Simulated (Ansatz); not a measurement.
Program: Ansatz. Geometries: PBE0-D4/def2-TZVP. ΔE: electronic, gas phase. CCSD(T)/CBS is the MP2 limit (def2-TZVPP, def2-QZVPP) plus CCSD(T) − MP2 in def2-TZVPP, frozen cores. This one scheme is used for every species. Each species was taken in one conformer, which may not be the lowest.

Reaction (ligand exchange at a B–N bond): `C=NBC` + `FCS` → `CBSCF` + `C=N`

`C=NBC`:

Cartesian coordinates in Å:
```
C 0.229 -2.033 0.441
N 0.389 -0.855 0.088
B 0.565 0.436 -0.297
C -0.584 1.506 -0.190
H -0.127 -2.798 -0.258
H 0.440 -2.360 1.464
H 1.652 0.716 -0.726
H -0.259 2.341 0.439
H -1.517 1.112 0.215
H -0.789 1.935 -1.177
```

`FCS`:

```xyz
6

F    -0.428   -1.463    0.112
C     0.107   -0.231    0.401
S    -0.695    1.105   -0.478
H     1.172   -0.261    0.169
H    -0.040   -0.029    1.464
H    -0.116    0.878   -1.667
```

`CBSCF`:

```xyz
11

C     1.505    1.474   -0.161
B     0.583    0.248    0.107
S    -0.995    0.116   -0.703
C    -1.676   -1.413   -0.029
F    -2.439   -1.170    1.084
H     2.488    1.134   -0.503
H     1.117    2.198   -0.880
H     1.691    1.995    0.785
H     0.901   -0.637    0.849
H    -2.315   -1.862   -0.792
H    -0.860   -2.083    0.243
```

`C=N`:

Z-matrix (Å, degrees):
```
C
N 1 1.261
H 1 1.096 2 124.9
H 1 1.092 2 118.8 3 -180.0
H 2 1.021 1 111.0 3 -0.0
```

```tsv
species	SCS-MP2/def2-QZVPP energy (Eh)
`C=NBC`	-159.12615
`FCS`	-537.31348
`CBSCF`	-601.96198
`C=N`	-94.47358
```

Problem. Work out ΔE.

Solution. ΔE = (-601.96198) + (-94.47358) − (-159.12615) − (-537.31348) = 0.00407 Eh = +0.11 eV. CCSD(T)/CBS gives +0.11 eV.

Largest T1 diagnostic among the species: 0.014.

The D4 term adds −0.03 eV with B3LYP and −0.02 eV with PBE0; it sums over pairs of atoms, weighted by their polarisabilities, and B3LYP, whose exchange is more repulsive, gets the larger term. From PBE to PBE0 (25 % exact exchange), in def2-TZVPP and without D4, ΔE moves by −0.06 eV.

B3LYP here is the variant with VWN-RPA as its local correlation; programs differ in this.
